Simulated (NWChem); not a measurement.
System: HSO4 anion

Input file for NWChem:

```
start job
memory heap 200 mb stack 900 mb global 1100 mb
charge -1
geometry units angstroms noautoz
  O      0.890544    -0.162466     1.241799
  S      0.074004    -0.175453    -0.002418
  O      0.880470    -0.120759    -1.252440
  O     -1.061572    -1.122725    -0.012921
  O     -0.740546     1.331408     0.024141
  H     -0.033198     1.991139     0.011046
end
basis spherical
  * library def2-svpd
end
dft
  xc m06
  iterations 150
  mulliken
end
task dft energy
```

NWChem printed, in part:

```
             Northwest Computational Chemistry Package (NWChem) 7.3.0
             --------------------------------------------------------

 C1  symmetry detected

                             Geometry "geometry" -> ""
                             -------------------------

 Output coordinates in angstroms (scale by  1.889725989 to convert to a.u.)

  No.       Tag          Charge          X              Y              Z
 ---- ---------------- ---------- -------------- -------------- --------------
    1 O                    8.0000     0.71290106    -0.49206138     1.25353837
    2 S                   16.0000    -0.01106237    -0.15641120    -0.00272517
    3 O                    8.0000     0.76629750    -0.44078487    -1.23997094
    4 O                    8.0000    -1.43898260    -0.53928178    -0.04042587
    5 O                    8.0000    -0.11819783     1.55308942     0.02820659
    6 H                    1.0000     0.80085274     1.85488813     0.03281759

 Effective nuclear repulsion energy (a.u.)     270.1981207424

                                 NWChem DFT Module
                                 -----------------

 Summary of "ao basis" -> "ao basis" (spherical)
 ------------------------------------------------------------------------------
       Tag                 Description            Shells   Functions and Types
 ---------------- ------------------------------  ------  ---------------------
 O                         def2-svpd                 9       23   4s3p2d
 S                         def2-svpd                11       27   5s4p2d
 H                         def2-svpd                 4        8   2s2p

            General Information
            -------------------
          SCF calculation type: DFT
          Wavefunction type:  closed shell.
          No. of atoms     :     6
          No. of electrons :    50
           Alpha electrons :    25
            Beta electrons :    25
          Charge           :    -1
          Spin multiplicity:     1
          Use of symmetry is: off; symmetry adaption is: off
          Maximum number of iterations: 150
          AO basis - number of functions:   127
                     number of shells:    51
          Convergence on energy requested:  1.00D-06
          Convergence on density requested:  1.00D-05
          Convergence on gradient requested:  5.00D-04

              XC Information
              --------------
                          M06 Method XC Functional
                     Hartree-Fock (Exact) Exchange  0.270
                           M06 Exchange Functional  1.000
                         M06 Correlation Potential  1.000

             Grid Information
             ----------------
          Grid used for XC integration:  medium
          Radial quadrature: Mura-Knowles
          Angular quadrature: Lebedev.
          Tag              B.-S. Rad. Rad. Pts. Rad. Cut. Ang. Pts.
          ---              ---------- --------- --------- ---------
          O                   0.60       49          10.0       434
          S                   1.00       88          10.0       590
          H                   0.35       45          11.0       434
          Grid pruning is: on
          Number of quadrature shells:   329
          Spatial weights used:  Erf1

      Superposition of Atomic Density Guess
      -------------------------------------

 Sum of atomic energies:        -696.62809861

 Renormalizing density from      49.00 to     50

      Non-variational initial energy
      ------------------------------

 Total energy =    -706.973155
 1-e energy   =   -1530.477639
 2-e energy   =     553.306363
 HOMO         =      -0.086723
 LUMO         =       0.212929

     ---------------------------------------------
      Total Density - Mulliken Population Analysis
     ---------------------------------------------

    Atom       Charge   Shell Charges
 -----------   ------   -------------------------------------------------------
    1 O    8     9.24   1.99  1.09  0.77  0.03  2.90  2.17  0.28  0.01  0.01
    2 S   16    12.73   2.00  1.98  0.83 -0.11 -0.03  5.89  1.05  0.85 -0.07  0.44 -0.10
    3 O    8     9.24   1.99  1.09  0.77  0.03  2.90  2.17  0.28  0.01  0.01
    4 O    8     9.25   1.99  1.09  0.77  0.04  2.89  2.16  0.28  0.01  0.01
    5 O    8     8.83   1.99  1.07  0.70  0.03  2.79  2.01  0.23  0.01  0.01
    6 H    1     0.72   0.60  0.06  0.05  0.01

   convergence    iter        energy       DeltaE   RMS-Dens  Diis-err
 ---------------- ----- ----------------- --------- --------- ---------
 d= 0,ls=0.0,diis     1   -698.8773188077 -9.69D+02  2.71D-02  3.51D+00
 d= 0,ls=0.0,diis     2   -698.4960632522  3.81D-01  1.65D-02  8.04D+00
 d= 0,ls=0.0,diis     3   -699.2415936532 -7.46D-01  3.20D-03  2.17D-01
 d= 0,ls=0.0,diis     4   -699.2580558954 -1.65D-02  1.58D-03  3.81D-02
 d= 0,ls=0.0,diis     5   -699.2498871187  8.17D-03  2.66D-03  1.85D-02
  Resetting Diis
 d= 0,ls=0.0,diis     6   -699.2541751226 -4.29D-03  1.12D-03  4.43D-03
 d= 0,ls=0.0,diis     7   -699.2551014731 -9.26D-04  2.88D-03  2.37D-03
 d= 0,ls=0.0,diis     8   -699.2557565220 -6.55D-04  4.03D-04  2.28D-03
 d= 0,ls=0.0,diis     9   -699.2559655392 -2.09D-04  2.28D-04  3.29D-04
 d= 0,ls=0.0,diis    10   -699.2559923100 -2.68D-05  2.62D-05  2.83D-05
 d= 0,ls=0.0,diis    11   -699.2559953563 -3.05D-06  9.68D-06  1.04D-06
 d= 0,ls=0.0,diis    12   -699.2559954837 -1.27D-07  3.70D-06  1.79D-07

         Total DFT energy =     -699.255995483736
      One electron energy =    -1511.143182218957
           Coulomb energy =      602.254421610739
    Exchange-Corr. energy =      -60.565355617901
 Nuclear repulsion energy =      270.198120742384

 Numeric. integr. density =       50.000004318971

                       DFT Final Molecular Orbital Analysis
                       ------------------------------------

 Vector   23  Occ=2.000000D+00  E=-1.429235D-01
              MO Center= -4.1D-01, -3.2D-01, -4.0D-02, r^2= 2.6D+00
   Bfn.  Coefficient  Atom+Function         Bfn.  Coefficient  Atom+Function
  ----- ------------  ---------------      ----- ------------  ---------------
    79      0.395713  4 O  py                82      0.295633  4 O  py
    56     -0.261131  3 O  py                 6     -0.243967  1 O  py
    78     -0.227854  4 O  px                59     -0.191894  3 O  py
     9     -0.179622  1 O  py               101      0.144664  5 O  px
    55     -0.138853  3 O  px                81     -0.138885  4 O  px

 Vector   24  Occ=2.000000D+00  E=-1.279127D-01
              MO Center=  4.2D-01,  2.4D-02,  2.8D-02, r^2= 2.8D+00
   Bfn.  Coefficient  Atom+Function         Bfn.  Coefficient  Atom+Function
  ----- ------------  ---------------      ----- ------------  ---------------
     6      0.363348  1 O  py                56     -0.360594  3 O  py
   103     -0.333195  5 O  pz                 9      0.270901  1 O  py
    59     -0.268183  3 O  py               106     -0.241789  5 O  pz
     7      0.147272  1 O  pz                80      0.142807  4 O  pz
    57      0.131191  3 O  pz                83      0.112464  4 O  pz

 Vector   25  Occ=2.000000D+00  E=-1.059773D-01
              MO Center=  6.4D-02, -4.8D-01, -6.2D-03, r^2= 2.7D+00
   Bfn.  Coefficient  Atom+Function         Bfn.  Coefficient  Atom+Function
  ----- ------------  ---------------      ----- ------------  ---------------
    80      0.371328  4 O  pz                 5      0.336541  1 O  px
    55     -0.326891  3 O  px                83      0.279333  4 O  pz
     8      0.252061  1 O  px                58     -0.244871  3 O  px
    57     -0.214587  3 O  pz                 7     -0.200563  1 O  pz
    60     -0.161535  3 O  pz                10     -0.150947  1 O  pz

 Vector   26  Occ=0.000000D+00  E= 1.173117D-01
              MO Center=  1.0D+00,  1.8D+00,  2.9D-02, r^2= 9.6D+00
   Bfn.  Coefficient  Atom+Function         Bfn.  Coefficient  Atom+Function
  ----- ------------  ---------------      ----- ------------  ---------------
    28      5.130888  2 S  s                100     -2.752427  5 O  s
    27      2.377968  2 S  s                 54     -1.990762  3 O  s
     4     -1.952852  1 O  s                 39      1.548578  2 S  py
   108      0.996134  5 O  py                38      0.820540  2 S  px
    77     -0.499909  4 O  s                 63     -0.433142  3 O  pz

 Vector   27  Occ=0.000000D+00  E= 1.418500D-01
              MO Center= -8.2D-01, -2.0D+00, -5.6D-02, r^2= 1.1D+01
   Bfn.  Coefficient  Atom+Function         Bfn.  Coefficient  Atom+Function
  ----- ------------  ---------------      ----- ------------  ---------------
    77     -2.866603  4 O  s                 28      2.848203  2 S  s
    39     -2.594861  2 S  py                27      2.065524  2 S  s
    38     -1.247721  2 S  px               100      1.239449  5 O  s
     4     -1.152529  1 O  s                 54     -1.145947  3 O  s
    84     -0.785628  4 O  px                61      0.511674  3 O  px

 Vector   28  Occ=0.000000D+00  E= 1.463261D-01
              MO Center= -7.7D-02, -4.9D-02, -2.5D-03, r^2= 1.7D+01
   Bfn.  Coefficient  Atom+Function         Bfn.  Coefficient  Atom+Function
  ----- ------------  ---------------      ----- ------------  ---------------
    38      3.319453  2 S  px                77      2.064894  4 O  s
     4     -1.584360  1 O  s                 54     -1.523671  3 O  s
    39     -1.400890  2 S  py               100      1.168310  5 O  s
    35      0.646433  2 S  px               107     -0.624827  5 O  px
   108     -0.569536  5 O  py                63     -0.533298  3 O  pz

     ---------------------------------------------
      Total Density - Mulliken Population Analysis
     ---------------------------------------------

    Atom       Charge   Shell Charges
 -----------   ------   -------------------------------------------------------
    1 O    8     8.76   1.99  1.12  0.74  0.09  2.82  1.78  0.23  0.01 -0.01
    2 S   16    14.30   2.00  1.98  1.28 -0.26 -0.10  5.92  1.63  1.05 -0.07  0.81  0.07
    3 O    8     8.77   1.99  1.12  0.74  0.09  2.82  1.78  0.23  0.01 -0.01
    4 O    8     8.79   1.99  1.12  0.74  0.11  2.82  1.78  0.23  0.02 -0.00
    5 O    8     8.60   1.99  1.10  0.68  0.07  2.84  1.73  0.18  0.01  0.00
    6 H    1     0.79   0.70  0.02  0.06  0.01

     -------------------------------------------
      Total Density - Lowdin Population Analysis
     -------------------------------------------

    Atom       Charge   Shell Charges
 -----------   ------   -------------------------------------------------------
    1 O    8     8.58   1.98  0.93  0.56  0.12  2.68  1.81  0.27  0.02  0.21
    2 S   16    14.94   2.00  1.91  0.51  0.17  0.07  5.79  1.46  0.93  0.18  0.96  0.95
    3 O    8     8.58   1.98  0.93  0.56  0.12  2.68  1.81  0.27  0.02  0.21
    4 O    8     8.56   1.98  0.93  0.55  0.12  2.68  1.80  0.27  0.02  0.21
    5 O    8     8.28   1.97  0.87  0.48  0.10  2.67  1.70  0.24  0.01  0.23
    6 H    1     1.06   0.50  0.12  0.17  0.26

     Multipole analysis of the density
     ---------------------------------

     L   x y z        total         alpha         beta         nuclear
     -   - - -        -----         -----         ----         -------
     0   0 0 0     -1.000000    -25.000000    -25.000000     49.000000

     1   1 0 0      0.476377      0.238189      0.238189      0.000000
     1   0 1 0      0.823746      0.411873      0.411873     -0.000000
     1   0 0 1      0.014730      0.007365      0.007365     -0.000000

     2   2 0 0    -32.709538    -62.928544    -62.928544     93.147551
     2   1 1 0      2.308395     -0.174652     -0.174652      2.657699
     2   1 0 1      0.045193     -0.000914     -0.000914      0.047021
     2   0 2 0    -29.164106    -66.267245    -66.267245    103.370383
     2   0 1 1      0.097702     -0.005608     -0.005608      0.108918
     2   0 0 2    -33.948713    -61.419333    -61.419333     88.889954
```

Level: M06/def2-SVPD. Coordinates come from a B3LYP/def2-SVPD optimisation. No frequency run checked for a minimum.
